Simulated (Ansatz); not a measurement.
Spectroscopic constants of BeB, multiplicity 4 (an upper state: multiplicity 2 came lower at CCSD(T)/def2-TZVPP on PBE0 minima).

Seven points along R, fitted to fifth degree in 1/R; most abundant isotopes. Runs in def2 and cc sets follow the lowest solution found near the PBE0 minimum.

The values were computed with Ansatz (Gaussian orbitals). 

```json
[
 {"level": "PBE/def2-TZVPP", "r_e (Å)": "1.714", "ω_e (cm⁻¹)": "936", "α_e (cm⁻¹)": "0.013", "B_e (cm⁻¹)": "1.16", "D_e (eV)": "1.27", "dipole (D)": "2.11"},
 {"level": "PBE0/def2-TZVPP", "r_e (Å)": "1.701", "ω_e (cm⁻¹)": "961", "α_e (cm⁻¹)": "0.013", "B_e (cm⁻¹)": "1.18", "D_e (eV)": "1.05", "dipole (D)": "2.41"},
 {"level": "CCSD/def2-TZVPP", "r_e (Å)": "1.714", "ω_e (cm⁻¹)": "919", "α_e (cm⁻¹)": "0.014", "B_e (cm⁻¹)": "1.16", "D_e (eV)": "0.03", "dipole (D)": "-"},
 {"level": "CCSD(T)/def2-TZVPP", "r_e (Å)": "1.719", "ω_e (cm⁻¹)": "921", "α_e (cm⁻¹)": "0.015", "B_e (cm⁻¹)": "1.15", "D_e (eV)": "0.15", "dipole (D)": "-"}
]
```

D_e counts from each atom's lowest state at the same level, without counterpoise or zero-point energy.

Correlated levels freeze the inner cores; with def2 sets outer-core shells near the valence are correlated too.

Doubts at one or more of the structures used: T1 above 0.05 (CCSD/def2-TZVPP, CCSD(T)/def2-TZVPP); a spin-contaminated determinant (CCSD/def2-TZVPP, CCSD(T)/def2-TZVPP).

Ansatz is a quantum-chemistry and plane-wave program.
